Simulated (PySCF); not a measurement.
**Low-lying terms of Rb²⁷⁺ (rubidium, charge +27)**

Ground state [Ne], ¹S. Calculation: PySCF 2.14, in an even-tempered Gaussian basis (19 s from 1.3 bohr⁻², ratio 2.5; 12 p from 1.76 bohr⁻², ratio 2.5; 7 d from 0.922 bohr⁻², ratio 2.7; 3 f from 73 bohr⁻², ratio 2.7); the spin-free X2C one-electron Hamiltonian (Gaussian nucleus). Vertical excitation energies in eV without spin-orbit coupling; excited terms of each kind are numbered among those the solver found. Frozen: 1s2.

```csv
term,leading excitation,EOM-EE-CCSD
1 3P°,2p → s,1783.4
1 1P°,2p → s,1788.5
1 3S,2p → p,1839.5
1 3D,2p → p,1848.4
1 1D,2p → p,1852.7
1 1P,2p → p,1853.4
1 3P,2p → p,1853.5
1 1S,2p → p,1887.0
2 3P°,2p → d,1922.0
1 3F°,2p → d,1926.4
1 1F°,2p → d,1931.5
1 1D°,2p → d,1933.0
2 3S,2s → s,2016.3
2 1S,2s → s,2026.7
```

The spin-orbit splitting of the hole, absent here, rivals or exceeds the spacing of these terms, so the LS terms are model states.

The solver can miss terms. The 22 highest virtual orbitals were dropped.
